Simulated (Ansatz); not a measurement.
Basis-set extrapolation for C₅H₁₂BClN₂ (`CC1=[N+](C)[B-](C)(Cl)N1C`) (PBE0-D4/def2-TZVP geometry, frozen core, Ansatz 0.2.0). Multiplicity 1, RHF reference.

```json
{"": "HF", "def2-TZVPP": "-789.622161", "def2-QZVPP": "-789.649833"}
{"": "MP2 correlation", "def2-TZVPP": "-1.565897", "def2-QZVPP": "-1.674066"}
{"": "CCSD(T) correlation", "def2-TZVPP": "-1.708510", "def2-QZVPP": "not run"}
```

Energies in hartree. Use E(X) = E(∞) + A·exp(−7.88·√X) for Hartree–Fock and E(X) = E(∞) + B·X^(−2.97) for correlation, with X = 3 and 4, and add CCSD(T) minus MP2 of the smaller set to the MP2 limit.

Q: What is the CCSD(T) energy at the basis-set limit?

A: HF limit: -789.649833 + (-0.027672) × 0.13774 = -789.65364. MP2 limit: -1.674066 + (-0.108169) × 0.74074 = -1.75419. Higher-order term: -1.708510 − (-1.565897) = -0.14261. Total: -791.55044 hartree, 5.98 eV below CCSD(T)/def2-TZVPP.
